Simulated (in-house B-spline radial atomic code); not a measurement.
**In+: [Kr] 4d10 5s2**

Method: non-relativistic TPSSh, spin-polarised, spherical fractional occupations, exact exchange averaged over the configuration, point nucleus. Calculated with a B-spline radial code for spherical atoms.

Screening seen three ways: the hydrogenic charge with the same mean radius, Z_r = [3n² - l(l+1)]/(2<r>), the one with the same energy, Z_e = n√(-2ε), and Slater's rules. Values are occupation-weighted means over spin.

| shell | electrons | ε (eV) | <r> (bohr) | Z_r | Z_e | Slater |
| --- | --- | --- | --- | --- | --- | --- |
| 1s | 2 | -26865 | 0.03104 | 48.32 | 44.44 | 48.70 |
| 2s | 2 | -3949.8 | 0.1342 | 44.70 | 34.08 | 44.85 |
| 2p | 6 | -3686.1 | 0.1146 | 43.62 | 32.92 | 44.85 |
| 3s | 2 | -758.24 | 0.361 | 37.39 | 22.40 | 37.75 |
| 3p | 6 | -649.99 | 0.3526 | 35.45 | 20.74 | 37.75 |
| 3d | 10 | -450.54 | 0.3243 | 32.38 | 17.26 | 27.85 |
| 4s | 2 | -121.65 | 0.8796 | 27.28 | 11.96 | 21.25 |
| 4p | 6 | -86.143 | 0.9365 | 24.56 | 10.06 | 21.25 |
| 4d | 10 | -28.242 | 1.165 | 18.03 | 5.76 | 9.85 |
| 5s | 2 | -14.442 | 2.584 | 14.51 | 5.15 | 5.35 |

The least bound orbital is 5s at -14.44 eV, and it is also the most diffuse (<r> = 2.584 bohr).
